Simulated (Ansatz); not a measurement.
`[AlH2][O]B1CC1` and `[CH3][GaH][B]1CC1` differ in one atom or group.

Ansatz, PBE0-D4/def2-TZVP geometries, multiplicity 1. Each molecule was computed in one conformer, which needn't be the lowest.

Scalar relativity is left out up to krypton.

```
                             property  `[AlH2][O]B1CC1`
   HOMO energy (PBE0/def2-TZVPP) / eV             -6.54
  HOMO–LUMO gap (PBE/def2-TZVPP) / eV              3.30
LUMO energy (ωB97M-V/def2-TZVPP) / eV              0.33
    LUMO energy (PBE/def2-TZVPP) / eV             -2.00
HOMO–LUMO gap (B3LYP/def2-TZVPP) / eV              4.88
  HOMO energy (B3LYP/def2-TZVPP) / eV             -6.35
```

Question: Give the same properties after the change, and the shifts. (An estimate is asked.)

Answer: The calculation gave: 
| property | `[CH3][GaH][B]1CC1` | shift |
| --- | --- | --- |
| HOMO energy (PBE0/def2-TZVPP) / eV | -7.11 | -0.57 |
| HOMO–LUMO gap (PBE/def2-TZVPP) / eV | 3.54 | 0.24 |
| LUMO energy (ωB97M-V/def2-TZVPP) / eV | 0.50 | 0.17 |
| LUMO energy (PBE/def2-TZVPP) / eV | -2.42 | -0.42 |
| HOMO–LUMO gap (B3LYP/def2-TZVPP) / eV | 5.26 | 0.38 |
| HOMO energy (B3LYP/def2-TZVPP) / eV | -6.90 | -0.55 |

With PBE0 the HOMO falls by 0.57 eV and the LUMO falls by 0.21 eV, so the gap widens by about 0.36 eV. PBE moves the HOMO by -0.66 eV and ωB97M-V by -0.44 eV.

B3LYP here is the variant with VWN-RPA as its local correlation; programs differ in this.
